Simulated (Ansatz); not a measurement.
Program: Ansatz. Geometries: PBE0-D4/def2-TZVP. ΔE: electronic, gas phase. CCSD(T)/CBS adds triple-zeta CCSD(T) − MP2 to the extrapolated MP2 energy (def2 sets, frozen cores). DFT in def2-TZVPP. B3LYP here is the variant with VWN-RPA as its local correlation; programs differ in this. For Zn outer-core shells are correlated without core-valence functions, which leaves a few kJ/mol of doubt a bond. Scalar relativity is left out up to krypton. Each species was taken in one conformer, which may not be the lowest.

`[BH2][Zn][CH2]C` + `FC[SiH2]F` → `C[CH2][Zn][F]` + `B[SiH2]CF`  (redistribution)

`[BH2][Zn][CH2]C`:

```xyz
11

B    -2.293    1.329    1.474
Zn   -0.783    0.149    0.671
C     0.648   -0.963   -0.089
C     1.449   -0.320   -1.222
H    -2.090    2.414    1.949
H    -3.443    0.985    1.504
H     1.323   -1.248    0.728
H     0.200   -1.903   -0.435
H     0.814   -0.059   -2.074
H     1.943    0.601   -0.902
H     2.232   -0.985   -1.603
```

`FC[SiH2]F`:

Cartesian coordinates in Å:
```
F -0.606 -0.731 -1.694
C 0.024 -0.856 -0.463
Si -0.021 0.762 0.497
F 0.925 1.838 -0.211
H 1.054 -1.187 -0.634
H -0.484 -1.644 0.108
H 0.503 0.508 1.862
H -1.396 1.311 0.535
```

`C[CH2][Zn][F]`:

```xyz
9

C    -0.663   -0.030   -0.943
C     0.503    0.392   -0.052
Zn    0.539   -0.422    1.695
F     0.576   -1.163    3.287
H    -1.630    0.218   -0.500
H    -0.617    0.472   -1.916
H    -0.663   -1.105   -1.137
H     1.458    0.160   -0.534
H     0.496    1.476    0.100
```

`B[SiH2]CF`:

Z-matrix (Å, degrees):
```
Si
C 1 1.898
B 1 2.011 2 112.6
H 1 1.492 2 109.0 3 -121.1
H 1 1.491 2 109.1 3 121.5
F 2 1.391 1 111.4 3 179.9
H 2 1.096 1 110.9 3 59.5
H 2 1.096 1 110.9 3 -59.7
H 3 1.196 1 119.4 2 179.4
H 3 1.196 1 123.5 2 -0.7
```

```
             level  ΔE (eV)
            r2SCAN     0.31
             B3LYP     0.35
SCS-MP2/def2-TZVPP     0.42
CCSD(T)/def2-TZVPP     0.39
```

Problem. What does CCSD(T)/CBS give? (Estimate.)

Solution. Computed: +0.35 eV. The listed levels differ from it by -0.04, 0.00, 0.07, 0.04 eV.

Largest T1 diagnostic among the species: 0.015.

From PBE to PBE0 (25 % exact exchange), in def2-TZVPP and without D4, ΔE moves by +0.07 eV.
